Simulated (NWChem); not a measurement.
System: CuHOF, doublet; SMILES [OH][Cu][F]

NWChem printed, in part:

```
             Northwest Computational Chemistry Package (NWChem) 7.3.0
             --------------------------------------------------------

 CS  symmetry detected

                             Geometry "geometry" -> ""
                             -------------------------

 Output coordinates in angstroms (scale by  1.889725989 to convert to a.u.)

  No.       Tag          Charge          X              Y              Z
 ---- ---------------- ---------- -------------- -------------- --------------
    1 Cu                  29.0000    -0.00591454    -0.01251531     0.00000000
    2 F                    9.0000    -0.00611054    -1.74273666     0.00000000
    3 O                    8.0000    -0.06841512     1.73042041     0.00000000
    4 H                    1.0000     0.77383767     2.20421075     0.00000000

 Effective nuclear repulsion energy (a.u.)     173.2815256082

      Symmetry information
      --------------------

 Group name             Cs
 Group number              2
 Group order               2
 No. of unique centers     4

                                 NWChem DFT Module
                                 -----------------

 Summary of "ao basis" -> "ao basis" (spherical)
 ------------------------------------------------------------------------------
       Tag                 Description            Shells   Functions and Types
 ---------------- ------------------------------  ------  ---------------------
 Cu                          6-31g*                 12       34   5s4p2d1f
 F                           6-31g*                  6       14   3s2p1d
 O                           6-31g*                  6       14   3s2p1d
 H                           6-31g*                  2        2   2s

      Symmetry analysis of basis
      --------------------------

        a'         45
        a"         19

            General Information
            -------------------
          SCF calculation type: DFT
          Wavefunction type:  spin polarized.
          No. of atoms     :     4
          No. of electrons :    47
           Alpha electrons :    24
            Beta electrons :    23
          Charge           :     0
          Spin multiplicity:     2
          Use of symmetry is: on ; symmetry adaption is: on
          Maximum number of iterations: 150
          AO basis - number of functions:    64
                     number of shells:    26
          Convergence on energy requested:  1.00D-06
          Convergence on density requested:  1.00D-05
          Convergence on gradient requested:  5.00D-04

              XC Information
              --------------
                       M06-2X Method XC Functional
                     Hartree-Fock (Exact) Exchange  0.540
                        M06-2X Exchange Functional  1.000
                      M06-2X Correlation Potential  1.000

             Grid Information
             ----------------
          Grid used for XC integration:  medium
          Radial quadrature: Mura-Knowles
          Angular quadrature: Lebedev.
          Tag              B.-S. Rad. Rad. Pts. Rad. Cut. Ang. Pts.
          ---              ---------- --------- --------- ---------
          Cu                  1.35      112           8.0       590
          F                   0.50       49          10.0       434
          O                   0.60       49           8.0       434
          H                   0.35       45           9.0       434
          Grid pruning is: on
          Number of quadrature shells:   255
          Spatial weights used:  Erf1

      Superposition of Atomic Density Guess
      -------------------------------------

 Sum of atomic energies:       -1813.27262307

      Non-variational initial energy
      ------------------------------

 Total energy =   -1812.981332
 1-e energy   =   -2872.019515
 2-e energy   =     885.756657
 HOMO         =      -0.452476
 LUMO         =      -0.082899

   Symmetry analysis of molecular orbitals - initial alpha
   -------------------------------------------------------

  Numbering of irreducible representations:

     1 a'          2 a"

  Orbital symmetries:

     1 a'          2 a'          3 a'          4 a'          5 a"
     6 a'          7 a'          8 a'          9 a'         10 a'
    11 a"         12 a'         13 a'         14 a'         15 a'
    16 a"         17 a'         18 a"         19 a'         20 a"
    21 a'         22 a'         23 a'         24 a"         25 a'
    26 a'         27 a"         28 a'         29 a'         30 a'
    31 a"         32 a'         33 a'         34 a'

   Symmetry analysis of molecular orbitals - initial beta
   ------------------------------------------------------

  Numbering of irreducible representations:

     1 a'          2 a"

  Orbital symmetries:

     1 a'          2 a'          3 a'          4 a'          5 a"
     6 a'          7 a'          8 a'          9 a'         10 a'
    11 a"         12 a'         13 a'         14 a'         15 a'
    16 a"         17 a'         18 a"         19 a'         20 a"
    21 a'         22 a'         23 a'         24 a"         25 a'
    26 a'         27 a"         28 a'         29 a'         30 a'
    31 a"         32 a'         33 a'         34 a'

     ---------------------------------------------
      Total Density - Mulliken Population Analysis
     ---------------------------------------------

[...]

                         DFT ENERGY GRADIENTS

    atom               coordinates                        gradient
                 x          y          z           x          y          z
   1 Cu     -0.011177  -0.023651   0.000000    0.000022   0.004718   0.000000
   2 F      -0.011547  -3.293295   0.000000    0.000248  -0.011308   0.000000
   3 O      -0.129286   3.270020   0.000000   -0.001645   0.006669   0.000000
   4 H       1.462341   4.165354   0.000000    0.001375  -0.000079   0.000000
```

Level: M06-2X/6-31G* (spherical d), spin-unrestricted. In the optimisation the excess spin sits in a" (Cs, its own frame). Structure relaxed at the PBE0/def2-SVP, spin-unrestricted level. This spin state was assumed; another may lie lower. No stability test was run on the SCF state.

### Question
Write an input that gives this output.

### Answer
This is not unique; one that fits is the input that was run:
```
start job
memory heap 200 mb stack 900 mb global 1100 mb
geometry units angstroms noautoz
  Cu    -0.012288    -0.015901     0.000000
  F     -0.004998    -1.746107     0.000000
  O     -0.082329     1.726748     0.000000
  H      0.757866     2.204178     0.000000
end
basis spherical
  * library 6-31g*
end
dft
  odft
  mult 2
  xc m06-2x
  iterations 150
  mulliken
end
task dft gradient
```
